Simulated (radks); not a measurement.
The numbers below are computed, except where a source is named.
Neutral thallium, 81 electrons, occupied as [Hg] 6p1. Level of theory: Dirac Kohn-Sham, OLYP, spin-unpolarised, spherical densities, point nucleus; open shells are shared between the two j in proportion to 2j + 1 (a radial shooting solver on a logarithmic mesh with Libxc functionals).

Radial electron density D(r) = 4 pi r^2 rho(r):

r (bohr),D(r) (e/bohr)
0.002908,49.50
0.004102,71.02
0.005787,94.28
0.008162,112.7
0.01151,118.4
0.01611,110.7
0.02273,104.9
0.03206,122.5
0.04522,149.4
0.06379,140.7
0.08998,119.7
0.1269,139.8
0.179,120.1
0.2525,79.95
0.3534,94.67
0.4985,63.87
0.7031,29.48
0.9918,21.33
1.399,11.27
1.973,4.396
2.784,1.544
3.927,0.4559
5.539,0.1225
7.751,0.02997
10.93,0.004138
15.42,0.0001811

D(r) has 4 maxima, at r = 0.0110, 0.0502, 0.140, 0.359 bohr, and minima at 0.0217, 0.0893, 0.255 bohr, inside which lie 2.04, 11.01, 30.01 electrons.
